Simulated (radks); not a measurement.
The numbers below are computed, except where a source is named.
Ru XI, 34 electrons, occupied as [Ar] 3d10 4s2 4p4. Level of theory: scalar-relativistic Kohn-Sham, SCAN, spin-polarised, spherical densities, finite nucleus; open shells are filled with parallel spins first (spin-orbit coupling, left out, can overturn this in heavy ions); meta-GGA in the generalised Kohn-Sham scheme; Fermi nuclear charge, rms radius 4.4809 fm (a radial shooting solver on a logarithmic mesh with Libxc functionals). Some entries of the table are withheld. Estimate them.

orbital,occ.,eigenvalue (eV),<r> (bohr),r(max) (bohr)
1s up,1,-22178.55,0.03344,0.02172
1s down,1,-22177.94,0.03344,0.02172
2s up,1,-3369.556,0.1455,0.1227
2s down,1,-3369.286,0.1455,0.1227
2p up,3,-3035.247,0.1269,0.09826
2p down,3,-3034.692,0.1269,0.09828
3s up,1,-754.1345,0.4003,0.3603
3s down,1,-753.6112,0.4003,0.3605
3p up,3,-643.0795,(1),(2)
3p down,3,-642.3899,(3),(4)
3d up,5,-465.7381,0.3808,0.3003
3d down,5,-464.9103,0.3803,0.3004
4s up,1,-250.2666,0.9411,0.8807
4s down,1,-245.3997,0.9425,0.8790
4p up,3,(5),0.9940,0.9259
4p down,1,(6),0.9963,0.9289

Answer. 
(1) 3p up <r> (bohr): 0.4006
(2) 3p up r(max) (bohr): 0.3537
(3) 3p down <r> (bohr): 0.4004
(4) 3p down r(max) (bohr): 0.3539
(5) 4p up eigenvalue (eV): -215.4689
(6) 4p down eigenvalue (eV): -210.7250
